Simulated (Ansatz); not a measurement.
`CCBS[SiH3]` + `CPC` → `CP(C)C` + `CBS[SiH3]` at 700 K and 1 bar (substitution at a C–C bond).

Computed with Ansatz on PBE0-D4/def2-TZVP structures; ΔE is electronic, products minus reactants. CCSD(T)/CBS is the MP2 limit (def2-TZVPP, def2-QZVPP) plus CCSD(T) − MP2 in def2-TZVPP, frozen cores. One conformer a species, not always the lowest.

```
     species  CCSD(T)/CBS energy (Eh)  H − E (kJ/mol)  S (J/(mol·K))
`CCBS[SiH3]`               -793.21725           371.8          527.3
       `CPC`               -421.25490           281.6          385.8
    `CP(C)C`               -460.52592           375.5          438.4
 `CBS[SiH3]`               -753.96029           279.7          467.1
```

H − E and S are ideal-gas, rigid-rotor, harmonic terms from PBE0-D4/def2-TZVP, for one conformer and one mirror image of each species. 1 Eh = 2625.50 kJ/mol, R = 8.31446 J/(mol·K).

**Question.** By hand: ΔE, ΔH, ΔS and ΔG.

**Answer.** ΔE = (-460.52592) + (-753.96029) − (-793.21725) − (-421.25490) = -0.01406 Eh = -36.9 kJ/mol. Δ(H − E) = 375.5 + 279.7 − 371.8 − 281.6 = 1.8, so ΔH = -35.1 kJ/mol. ΔS = 438.4 + 467.1 − 527.3 − 385.8 = -7.6 J/(mol·K). ΔG = -35.1 − 700 × (-7.6)/1000 = -29.8 kJ/mol.

**Question.** By hand: the equilibrium constant, and the temperature at which ΔG would vanish if ΔH and ΔS stayed fixed.

**Answer.** log₁₀ K = −ΔG/(RT ln 10) = 2.2. ΔG = 0 at ΔH/ΔS = 4618 K, far beyond where these terms or the molecules hold.

The number of gas molecules stays the same, so ΔS is small and ΔH decides. A doubt of 5 kJ/mol in ΔE shifts log₁₀ K by 0.4 here. Other conformers and mirror images would add mixing entropy, several J/(mol·K) or more a flexible species. Modes under 60 cm⁻¹, often nearly free rotors, make the harmonic entropy too high. These are equilibria of isolated gas molecules and say nothing of rates. Largest T1 diagnostic: 0.013 (customary marks: 0.02 for closed shells, 0.045 for open ones).
